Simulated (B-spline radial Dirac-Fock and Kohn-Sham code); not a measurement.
## Energy-loss ionisation edge N5 (4d5/2) of Tl

System: the free thallium atom, configuration 1s2 2s2 2p6 3s2 3p6 3d10 4s2 4p6 4d10 4f14 5s2 5p6 5d10 6s2 6p1. Calculated with a radial B-spline solver, using the first Born approximation with generalised oscillator strengths from a Dirac-Hartree-Slater potential (longitudinal and transverse terms; continuum final states only, so no white lines or fine structure). The edge is taken at 385.0 eV (tabulated value).

Partial cross sections σ(β, Δ) in barn, integrated over a window Δ above the edge and up to the collection semi-angle β, for parallel illumination:

| E₀ (kV) | β (mrad) | Δ = 25 eV | Δ = 50 eV | Δ = 100 eV | Δ = 200 eV | Δ = 300 eV |
| --- | --- | --- | --- | --- | --- | --- |
| 60 | 10 | 280 | 596 | 1280 | 2600 | 3650 |
| 60 | 50 | 793 | 1630 | 3400 | 7320 | 11100 |
| 60 | 100 | 966 | 2040 | 4240 | 9130 | 14000 |
| 80 | 10 | 273 | 581 | 1260 | 2590 | 3680 |
| 80 | 50 | 693 | 1440 | 2990 | 6450 | 9780 |
| 100 | 5 | 154 | 330 | 707 | 1410 | 1960 |
| 100 | 10 | 265 | 564 | 1220 | 2540 | 3650 |
| 100 | 50 | 622 | 1300 | 2710 | 5840 | 8880 |
| 100 | 100 | 688 | 1460 | 3060 | 6610 | 10100 |
| 200 | 5 | 161 | 346 | 755 | 1560 | 2230 |
| 200 | 10 | 239 | 509 | 1110 | 2360 | 3450 |
| 200 | 100 | ? | ? | ? | ? | ? |
| 300 | 20 | 317 | 662 | 1400 | 3040 | 4590 |
| 300 | 100 | 384 | 820 | 1740 | 3760 | 5770 |

Task: Give the row for 200 kV and 100 mrad.

Result: 460 b for 25 eV, 981 b for 50 eV, 2070 b for 100 eV, 4480 b for 200 eV, 6880 b for 300 eV.
